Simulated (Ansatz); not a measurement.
Start from `CSB(O)F` and change one atom or group to get `OB(F)[SiH2]S`.

Ansatz, PBE0-D4/def2-TZVP geometries, multiplicity 1. Each molecule was computed in one conformer, which needn't be the lowest.

| property | `CSB(O)F` |
| --- | --- |
| LUMO energy (PBE/def2-TZVPP) / eV | -0.37 |
| LUMO energy (B3LYP/def2-TZVPP) / eV | 0.17 |
| size of the dipole moment (PBE/def2-TZVPP) / D | 2.00 |
| HOMO energy (PBE0/def2-TZVPP) / eV | -7.25 |
| HOMO–LUMO gap (PBE0/def2-TZVPP) / eV | 7.76 |
| size of the dipole moment (ωB97M-V/def2-TZVPP) / D | 2.01 |

Task: What does the change do to each property? (An estimate is asked.)

Result: Ansatz gave: 
```tsv
property	`OB(F)[SiH2]S`	shift
LUMO energy (PBE/def2-TZVPP) / eV	-1.66	-1.29
LUMO energy (B3LYP/def2-TZVPP) / eV	-0.92	-1.09
size of the dipole moment (PBE/def2-TZVPP) / D	2.29	0.29
HOMO energy (PBE0/def2-TZVPP) / eV	-7.31	-0.06
HOMO–LUMO gap (PBE0/def2-TZVPP) / eV	6.59	-1.17
size of the dipole moment (ωB97M-V/def2-TZVPP) / D	2.27	0.26
```

With PBE0 the HOMO falls by 0.06 eV and the LUMO falls by 1.23 eV, so the gap narrows by about 1.17 eV. PBE moves the HOMO by -0.06 eV and ωB97M-V by -0.06 eV. Dipoles are sizes alone; their direction can turn.

B3LYP here is the variant with VWN-RPA as its local correlation; programs differ in this.
